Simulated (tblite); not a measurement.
A geometry optimisation, step by step.

C₄H₅ClFSi (doublet state).
Bonds: F1–C2, C2–C3 (double), C3–Cl4, C3–C5, C5–Si6, Si6–C7, C2–C7. Hydrogens: H8, H9 on C5; H10 on Si6; H11, H12 on C7.
Bond orders are those of one Lewis drawing.

Computed with GFN2-xTB (tblite), gas phase: L-BFGS steps from a force-field or distance-geometry start until the largest atomic force falls under 0.01 eV/Å. 14 of its 57 geometries are shown.

Step 0: E = -599.3201 eV, largest atomic force 5.185 eV/Å
```
atom  x, y, z in Å  |  force x, y, z in eV/Å
F1      0.847   -2.252    0.640   -0.225   1.538  -0.645
C2      0.412   -0.987    0.165    4.231  -2.853   0.917
C3     -0.819   -0.711    0.083   -4.832   0.144   0.058
Cl4    -2.111   -1.871    0.520    0.610   0.678  -0.254
C5     -1.185    0.636   -0.400   -0.381   0.666  -0.873
Si6     0.417    1.573   -0.029   -0.329   0.977   0.676
C7      1.423    0.008   -0.223    1.349   0.153  -0.049
H8     -2.041    1.096    0.110   -0.009  -0.488  -0.490
H9     -1.284    0.636   -1.511   -0.639  -0.144   0.724
H10     0.321    1.901    1.407    0.180   0.245  -0.033
H11     1.750   -0.096   -1.275    0.201  -0.356   0.658
H12     2.271    0.065    0.487   -0.156  -0.559  -0.688
```

Step 4: E = -599.7082 eV, largest atomic force 1.048 eV/Å
```
atom  x, y, z in Å  |  force x, y, z in eV/Å
F1      0.861   -2.217    0.624    0.150   0.102  -0.085
C2      0.427   -1.019    0.173    1.046  -0.061   0.030
C3     -0.850   -0.721    0.087   -0.879   0.381  -0.149
Cl4    -2.100   -1.844    0.511   -0.077   0.118  -0.045
C5     -1.190    0.651   -0.418   -0.064  -0.044  -0.005
Si6     0.403    1.599   -0.001    0.005  -0.022   0.090
C7      1.442    0.014   -0.216    0.031   0.063   0.092
H8     -2.058    1.074    0.079   -0.207  -0.188  -0.179
H9     -1.335    0.629   -1.497   -0.380  -0.075  -0.004
H10     0.333    1.925    1.420    0.104   0.259   0.213
H11     1.774   -0.120   -1.248    0.135  -0.179   0.200
H12     2.295    0.028    0.459    0.137  -0.354  -0.157
```

Step 9: E = -599.7936 eV, largest atomic force 0.182 eV/Å
```
atom  x, y, z in Å  |  force x, y, z in eV/Å
F1      0.898   -2.197    0.606   -0.005   0.031  -0.016
C2      0.445   -1.001    0.174   -0.181   0.004  -0.016
C3     -0.850   -0.705    0.076    0.086  -0.069   0.010
Cl4    -2.116   -1.815    0.498    0.054   0.058  -0.051
C5     -1.211    0.656   -0.429    0.019  -0.024   0.036
Si6     0.396    1.598    0.029   -0.039   0.010   0.009
C7      1.463    0.023   -0.201   -0.025  -0.059   0.026
H8     -2.111    1.038    0.049   -0.006  -0.052   0.048
H9     -1.414    0.616   -1.501    0.012   0.015   0.013
H10     0.359    1.982    1.452    0.040   0.057  -0.101
H11     1.805   -0.151   -1.221    0.008   0.060  -0.048
H12     2.337   -0.045    0.442    0.036  -0.029   0.089
```

Step 13: E = -599.7985 eV, largest atomic force 0.144 eV/Å
```
atom  x, y, z in Å  |  force x, y, z in eV/Å
F1      0.898   -2.195    0.602   -0.015  -0.065   0.012
C2      0.441   -1.002    0.171    0.134  -0.046  -0.025
C3     -0.850   -0.708    0.073   -0.038   0.021  -0.020
Cl4    -2.116   -1.808    0.488   -0.072  -0.082  -0.001
C5     -1.214    0.653   -0.424    0.004   0.018   0.001
Si6     0.393    1.595    0.026    0.048   0.016  -0.055
C7      1.466    0.018   -0.195   -0.012   0.065   0.003
H8     -2.116    1.022    0.060    0.015  -0.016   0.017
H9     -1.415    0.618   -1.497   -0.017   0.018   0.024
H10     0.370    2.003    1.436    0.022   0.072   0.003
H11     1.806   -0.139   -1.223    0.014   0.007   0.094
H12     2.338   -0.059    0.457   -0.082  -0.008  -0.051
```

Step 17: E = -599.8044 eV, largest atomic force 0.096 eV/Å
```
atom  x, y, z in Å  |  force x, y, z in eV/Å
F1      0.896   -2.207    0.598    0.014  -0.018  -0.044
C2      0.443   -1.013    0.159   -0.089   0.001   0.035
C3     -0.849   -0.717    0.065    0.008  -0.053  -0.001
Cl4    -2.126   -1.816    0.468    0.021  -0.036  -0.024
C5     -1.214    0.650   -0.414   -0.007  -0.021  -0.002
Si6     0.396    1.599    0.013   -0.019   0.020   0.038
C7      1.461    0.019   -0.185   -0.003  -0.045  -0.011
H8     -2.118    0.996    0.082    0.023   0.073   0.026
H9     -1.424    0.628   -1.484   -0.038   0.004  -0.023
H10     0.395    2.057    1.407    0.010   0.064   0.003
H11     1.816   -0.119   -1.206    0.048  -0.061  -0.047
H12     2.324   -0.078    0.471    0.032   0.071   0.049
```

Step 22: E = -599.8136 eV, largest atomic force 0.141 eV/Å
```
atom  x, y, z in Å  |  force x, y, z in eV/Å
F1      0.895   -2.233    0.568   -0.027   0.026  -0.047
C2      0.434   -1.032    0.155    0.105   0.032  -0.051
C3     -0.858   -0.742    0.050    0.020   0.079   0.010
Cl4    -2.133   -1.852    0.428    0.025  -0.007  -0.038
C5     -1.217    0.639   -0.400   -0.012   0.038   0.025
Si6     0.394    1.600    0.006    0.023  -0.092  -0.009
C7      1.456    0.009   -0.173    0.022   0.060   0.036
H8     -2.102    0.996    0.124   -0.010   0.009   0.010
H9     -1.454    0.642   -1.467   -0.021  -0.027   0.060
H10     0.433    2.165    1.365   -0.021  -0.051  -0.096
H11     1.847   -0.127   -1.187   -0.058  -0.070   0.108
H12     2.305   -0.067    0.506   -0.046   0.002  -0.007
```

Step 26: E = -599.8211 eV, largest atomic force 0.213 eV/Å
```
atom  x, y, z in Å  |  force x, y, z in eV/Å
F1      0.890   -2.251    0.526    0.025  -0.039  -0.040
C2      0.436   -1.040    0.141   -0.087   0.001   0.086
C3     -0.856   -0.749    0.042   -0.011  -0.008   0.037
Cl4    -2.127   -1.880    0.377    0.032   0.008  -0.038
C5     -1.224    0.638   -0.378   -0.013   0.015   0.016
Si6     0.396    1.588   -0.008    0.004   0.173  -0.124
C7      1.456    0.007   -0.152    0.010  -0.047   0.007
H8     -2.094    0.994    0.169   -0.028   0.002   0.041
H9     -1.489    0.649   -1.437   -0.042  -0.006  -0.004
H10     0.465    2.251    1.298   -0.029  -0.070   0.000
H11     1.864   -0.147   -1.150    0.077  -0.011  -0.054
H12     2.285   -0.061    0.547    0.062  -0.018   0.073
```

Step 30: E = -599.8326 eV, largest atomic force 0.153 eV/Å
```
atom  x, y, z in Å  |  force x, y, z in eV/Å
F1      0.884   -2.285    0.444   -0.017   0.055   0.000
C2      0.432   -1.047    0.141    0.048   0.039   0.041
C3     -0.857   -0.751    0.042   -0.037   0.013   0.002
Cl4    -2.108   -1.925    0.286   -0.063   0.022  -0.003
C5     -1.238    0.646   -0.339    0.007  -0.032  -0.021
Si6     0.404    1.602   -0.069   -0.008  -0.138  -0.065
C7      1.461    0.001   -0.116    0.010   0.009  -0.033
H8     -2.085    0.999    0.251    0.082  -0.012   0.013
H9     -1.558    0.654   -1.384   -0.056   0.012   0.033
H10     0.497    2.348    1.188   -0.016  -0.031   0.029
H11     1.908   -0.193   -1.093    0.107   0.057   0.044
H12     2.261   -0.050    0.625   -0.057   0.006  -0.040
```

Step 34: E = -599.8391 eV, largest atomic force 0.167 eV/Å
```
atom  x, y, z in Å  |  force x, y, z in eV/Å
F1      0.878   -2.290    0.407    0.031   0.008   0.073
C2      0.431   -1.042    0.148   -0.027  -0.069  -0.142
C3     -0.860   -0.751    0.045    0.009  -0.033  -0.061
Cl4    -2.111   -1.940    0.244    0.010   0.078   0.023
C5     -1.243    0.644   -0.326   -0.035   0.011  -0.019
Si6     0.407    1.591   -0.111   -0.012   0.113   0.122
C7      1.466    0.000   -0.107    0.032  -0.027   0.002
H8     -2.060    1.007    0.295    0.023   0.010   0.049
H9     -1.606    0.657   -1.355   -0.055  -0.021  -0.002
H10     0.500    2.367    1.139   -0.010  -0.091  -0.112
H11     1.958   -0.209   -1.060    0.020  -0.003  -0.003
H12     2.241   -0.035    0.655    0.015   0.024   0.070
```

Step 39: E = -599.8519 eV, largest atomic force 0.144 eV/Å
```
atom  x, y, z in Å  |  force x, y, z in eV/Å
F1      0.874   -2.316    0.346    0.010  -0.001  -0.035
C2      0.430   -1.064    0.094    0.043   0.003   0.091
C3     -0.862   -0.768    0.008    0.110  -0.019  -0.067
Cl4    -2.120   -1.953    0.136   -0.014  -0.034   0.050
C5     -1.259    0.639   -0.287    0.061   0.006  -0.026
Si6     0.406    1.576   -0.187    0.049  -0.079  -0.110
C7      1.475   -0.010   -0.072   -0.037   0.060  -0.019
H8     -1.994    0.992    0.434   -0.035   0.009   0.032
H9     -1.737    0.672   -1.266   -0.057   0.064  -0.030
H10     0.543    2.466    0.962   -0.003   0.044   0.098
H11     2.072   -0.216   -0.962   -0.033  -0.040   0.006
H12     2.174   -0.018    0.768   -0.093  -0.014   0.010
```

Step 43: E = -599.8574 eV, largest atomic force 0.083 eV/Å
```
atom  x, y, z in Å  |  force x, y, z in eV/Å
F1      0.876   -2.328    0.311    0.015   0.032  -0.018
C2      0.434   -1.071    0.086   -0.016   0.030  -0.021
C3     -0.855   -0.774   -0.018   -0.043   0.003   0.035
Cl4    -2.113   -1.962    0.101    0.007  -0.014   0.023
C5     -1.261    0.641   -0.276   -0.013  -0.019  -0.028
Si6     0.412    1.568   -0.242    0.011   0.032   0.039
C7      1.475   -0.012   -0.060    0.013  -0.004   0.011
H8     -1.952    0.997    0.492    0.048  -0.066  -0.017
H9     -1.804    0.688   -1.221    0.008   0.048  -0.007
H10     0.548    2.486    0.896    0.003  -0.016  -0.035
H11     2.118   -0.239   -0.913   -0.020  -0.025   0.003
H12     2.124    0.005    0.817   -0.013  -0.001   0.015
```

Step 47: E = -599.8591 eV, largest atomic force 0.031 eV/Å
```
atom  x, y, z in Å  |  force x, y, z in eV/Å
F1      0.878   -2.329    0.293    0.005   0.009  -0.014
C2      0.433   -1.073    0.075    0.001   0.001   0.019
C3     -0.857   -0.779   -0.028   -0.007   0.006  -0.026
Cl4    -2.111   -1.971    0.087   -0.009  -0.014   0.011
C5     -1.261    0.638   -0.273   -0.002   0.019   0.011
Si6     0.414    1.567   -0.258   -0.023  -0.018  -0.001
C7      1.474   -0.013   -0.051   -0.006   0.006  -0.001
H8     -1.928    0.980    0.520   -0.006   0.003   0.006
H9     -1.829    0.707   -1.202    0.031   0.000   0.005
H10     0.559    2.511    0.856    0.000  -0.005  -0.012
H11     2.132   -0.247   -0.889    0.012   0.003   0.025
H12     2.098    0.008    0.844    0.003  -0.009  -0.022
```

Step 52: E = -599.8595 eV, largest atomic force 0.013 eV/Å
```
atom  x, y, z in Å  |  force x, y, z in eV/Å
F1      0.879   -2.331    0.279    0.002  -0.002  -0.007
C2      0.431   -1.073    0.072    0.006  -0.005  -0.002
C3     -0.859   -0.781   -0.034   -0.003  -0.001   0.011
Cl4    -2.110   -1.977    0.076   -0.001   0.006   0.001
C5     -1.263    0.638   -0.266    0.002  -0.005   0.000
Si6     0.413    1.564   -0.268    0.001  -0.003   0.002
C7      1.472   -0.013   -0.045    0.003  -0.003  -0.002
H8     -1.921    0.976    0.537   -0.005   0.002  -0.012
H9     -1.837    0.713   -1.190    0.000   0.004   0.008
H10     0.565    2.525    0.829    0.000   0.001  -0.002
H11     2.143   -0.250   -0.872    0.002   0.004  -0.002
H12     2.088    0.010    0.856   -0.006   0.003   0.004
```

Step 56: E = -599.8596 eV, largest atomic force 0.009 eV/Å
```
atom  x, y, z in Å  |  force x, y, z in eV/Å
F1      0.879   -2.334    0.271    0.004  -0.003  -0.005
C2      0.431   -1.075    0.070   -0.003  -0.001   0.001
C3     -0.859   -0.782   -0.034    0.003   0.003   0.000
Cl4    -2.110   -1.979    0.070   -0.005   0.000   0.005
C5     -1.264    0.637   -0.262    0.003   0.007  -0.001
Si6     0.413    1.562   -0.272   -0.001  -0.001   0.000
C7      1.472   -0.014   -0.043   -0.002   0.001   0.000
H8     -1.919    0.976    0.543    0.002  -0.001   0.002
H9     -1.842    0.716   -1.182    0.001  -0.008  -0.005
H10     0.568    2.532    0.816    0.000   0.001   0.001
H11     2.149   -0.251   -0.865    0.001   0.002   0.000
H12     2.082    0.011    0.863   -0.004  -0.001   0.002
```

**Question.** Summarise the path.

**Answer.** The energy falls by 12.44 kcal/mol from step 0 to step 56; nine tenths of that is first reached at step 18. It falls at every step. The largest force goes from 5.185 to 0.009 eV/Å. Among the bonds F1–C2 changes most, from 1.419 to 1.351 Å; the atoms move by 0.456 Å rms after alignment.

**Question.** Follow the three bonds and two angles with the largest change from start to end.

**Answer.** 
| step | E above end (kcal/mol) | largest force (eV/Å) | F1–C2 (Å) | C2=C3 (Å) | C3–Cl4 (Å) | C5–Si6–H10 (°) | Si6–C5–H9 (°) |
| --- | --- | --- | --- | --- | --- | --- | --- |
| 0 | 12.44 | 5.185 | 1.419 | 1.264 | 1.790 | 104.2 | 105.7 |
| 2 | 5.27 | 0.863 | 1.350 | 1.345 | 1.736 | 105.3 | 107.5 |
| 5 | 2.18 | 0.881 | 1.349 | 1.316 | 1.723 | 108.3 | 112.8 |
| 7 | 1.67 | 0.195 | 1.349 | 1.331 | 1.729 | 109.2 | 114.1 |
| 10 | 1.49 | 0.105 | 1.350 | 1.331 | 1.735 | 109.9 | 114.0 |
| 12 | 1.44 | 0.128 | 1.349 | 1.328 | 1.730 | 110.2 | 113.8 |
| 15 | 1.33 | 0.133 | 1.349 | 1.329 | 1.727 | 111.0 | 113.2 |
| 17 | 1.27 | 0.096 | 1.350 | 1.329 | 1.732 | 111.4 | 113.0 |
| 19 | 1.21 | 0.120 | 1.351 | 1.329 | 1.736 | 112.0 | 112.8 |
| 22 | 1.06 | 0.141 | 1.351 | 1.328 | 1.732 | 114.2 | 112.8 |
| 24 | 0.98 | 0.125 | 1.349 | 1.329 | 1.731 | 115.2 | 112.9 |
| 27 | 0.82 | 0.205 | 1.350 | 1.327 | 1.736 | 116.1 | 112.7 |
| 29 | 0.68 | 0.169 | 1.352 | 1.326 | 1.735 | 115.9 | 112.4 |
| 32 | 0.55 | 0.097 | 1.351 | 1.327 | 1.731 | 114.7 | 112.5 |
| 34 | 0.47 | 0.167 | 1.351 | 1.327 | 1.736 | 114.2 | 112.8 |
| 37 | 0.25 | 0.195 | 1.349 | 1.326 | 1.738 | 114.7 | 113.9 |
| 39 | 0.18 | 0.144 | 1.352 | 1.328 | 1.732 | 114.9 | 114.5 |
| 41 | 0.09 | 0.087 | 1.352 | 1.328 | 1.735 | 114.1 | 115.0 |
| 44 | 0.04 | 0.079 | 1.351 | 1.327 | 1.734 | 113.4 | 115.5 |
| 46 | 0.02 | 0.046 | 1.351 | 1.327 | 1.733 | 113.8 | 115.6 |
| 49 | 0.01 | 0.026 | 1.351 | 1.327 | 1.735 | 113.9 | 115.4 |
| 51 | 0.00 | 0.017 | 1.351 | 1.327 | 1.735 | 114.0 | 115.3 |
| 54 | 0.00 | 0.015 | 1.351 | 1.327 | 1.734 | 114.1 | 115.2 |
| 56 | 0.00 | 0.009 | 1.351 | 1.327 | 1.734 | 114.1 | 115.2 |

What follows is the cost of the whole relaxation. The run took 0.32 s wall on an Arm Neoverse V2 with one thread, on a shared host.
